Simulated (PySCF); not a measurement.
SMILES CI (CH₃I) (PBE0/def2-SVP optimised geometry):

```
5

C     -0.902    -0.260     0.000
I      1.239    -0.260     0.000
H     -1.239     0.781     0.000
H     -1.239    -0.781     0.902
H     -1.239    -0.781    -0.902
```

Computed with PBE0/def2-TZVP, def2 effective core potentials past Kr (PySCF).

Problem. What are the frontier orbital energies and the dipole moment?

Solution. HOMO-2 -10.08 eV, HOMO-1 -7.30 eV, HOMO -7.30 eV, LUMO -0.83 eV, LUMO+1 1.73 eV; dipole moment 1.73 D.
